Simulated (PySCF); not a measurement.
**Stretching CdO⁺**

Set-up: Cd def2-SVPD with ECP28, O def2-SVPD; scalar-relativistic core potentials (PySCF 2.14). Energies in eV from Cd⁺ + O in their ground configurations at the same level. State: ²Π (doublet), unpaired electrons π ↑.

Curves on a restricted Hartree–Fock reference rise too fast on stretching and do not dissociate correctly.

```csv
R (Å),BP86,ROHF-SCS-MP2
1.736,-0.566,0.1258
1.817,-1.068,-0.4281
1.898,-1.343,-0.7294
1.958,-1.442,-0.8352
2.019,-1.473,-0.8652
2.080,-1.454,-0.8379
2.160,-1.374,-0.7384
2.261,-1.219,-0.5495
2.382,-1.000,-0.2776
2.544,-0.717,0.0951
```

Task: Put a parabola through the three lowest points of the BP86 curve and estimate Re, k and ωe (reduced mass 14.03 u; 1 eV/Å² = 0.16022 mdyn/Å; ωe = 1302.8·√(k/μ) cm⁻¹).

Result: Through R = 1.958, 2.019, 2.08 Å the second-order coefficient is 6.72 eV/Å², so Re ≈ 2.026 Å, k ≈ 2.15 mdyn/Å and ωe ≈ 510 cm⁻¹. A polynomial fit of higher order to the unrounded BP86 energies gives Re = 2.024 Å, k = 2.14 mdyn/Å, ωe = 508 cm⁻¹; anharmonicity and rounding make the difference.

The higher-order fit for each curve: BP86: Re = 2.024 Å, ωe = 508 cm⁻¹, De = 1.47 eV; ROHF-SCS-MP2: Re = 2.017 Å, ωe = 550 cm⁻¹, De = 0.87 eV.

Correlated steps freeze 1 core orbital. Correlated levels converge slowly with the basis: in double zeta they bind strong bonds too weakly, by up to about 1 eV, and carry superposition errors of some tenths. ⟨S²⟩ of the unrestricted solution departs from its pure value on part of the curve, where spin states mix. Spin–orbit coupling is left out. For an ion De counts to the pair picked by the measured ionisation energies or electron affinities, which need not be the lowest pair at this level. The state is the lowest determinant that a PBE0 search found; another state may lie lower at other levels.
